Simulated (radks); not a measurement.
Values are calculated unless marked as measured or tabulated.
Cd II, configuration [Kr] 4d10 5s0.75 4f0.25 (fractional occupations, a model configuration). Level of theory: non-relativistic Kohn-Sham, PBE, spin-polarised, spherical densities, point nucleus; open shells are filled with parallel spins first (spin-orbit coupling, left out, can overturn this in heavy ions); relativity is left out, which matters for an element this heavy (a radial shooting solver on a logarithmic mesh with Libxc functionals). Some entries of the table are withheld. Estimate them.

orbital  occ.  eigenvalue (hartree)  <r> (bohr)
1s up       1             -942.9583     0.03171
1s down     1             -942.9576     0.03171
2s up       1             -137.3297      0.1373
2s down     1             -137.3296      0.1373
2p up       3             -128.0496      0.1173
2p down     3             -128.0495      0.1173
3s up       1             -25.79282      0.3712
3s down     1             -25.79227      0.3712
3p up       3             -22.02320      0.3628
3p down     3             -22.02267      0.3628
3d up       5             -15.04771      0.3346
3d down     5             -15.04736      0.3346
4s up       1              -3.97864      0.9103
4s down     1              -3.97766      0.9099
4p up       3              -2.77311      0.9743
4p down     3              -2.77149      0.9733
4d up       5              -0.84157         (1)
4d down     5              -0.83504         (2)
5s up    0.75              -0.51271       2.706
5s down     0              -0.48519       2.689
5p up       0              -0.31896         (3)
5p down     0              -0.28886         (4)
6s up       0              -0.15697       7.073
5d up       0              -0.12563         (5)
4f up    0.25              -0.06614       11.48

Answer. 
(1) 4d up <r> (bohr): 1.260
(2) 4d down <r> (bohr): 1.250
(3) 5p up <r> (bohr): 3.383
(4) 5p down <r> (bohr): 3.349
(5) 5d up <r> (bohr): 6.507
